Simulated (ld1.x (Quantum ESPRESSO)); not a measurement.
**Configuration tests for Pd (TM semilocal)**

palladium, norm-conserving Troullier–Martins (semilocal form), made with ld1.x (Quantum ESPRESSO) 7.5 (PBE, scalar-relativistic). Core [Ar] 3d10 4s2, reference 4p6 4d10 5s0 5p0. Waves: 5s (bound, empty): rc 0.90 bohr; 4d (bound): rc 1.10 bohr; 4p (bound): rc 1.10 bohr. Local part: the p channel. Core correction: Bessel-smoothed model core, default radius (core density twice the valence density).

Energies are relative to the spin-unpolarised reference configuration 4p6 4d10 5s0 5p0; without spin polarisation the order of configurations can differ from experiment.

```
valence configuration  charge  ΔE all-electron (eV)  error AE − PS (meV)
      4p6 4d9 5s0 5p0      +1                 9.115                 -0.3
      4p6 4d8 5s0 5p0      +2                29.934                 -9.8
      4p6 4d9 5s0 5p1       0                 5.239                  +12
    4p6 4d9.5 5s0 5p0    +0.5                 3.234                 +0.4
     4p5 4d10 5s0 5p0      +1                57.165                  -43
      4p6 4d6 5s0 5p0      +4               113.639                 -118
```

(1) What are ΔE and the potential's error for 4p6 4d7 5s0 5p0?

The ghost test of this file was not conclusive. The 5s radius (0.90 bohr) lies inside the outermost node of the all-electron wave (1.15 bohr), which a nodeless pseudo-wave cannot match soundly.

## Answers

(1) ΔE = 64.293 eV all-electron; the error (AE − PS) is -43 meV.
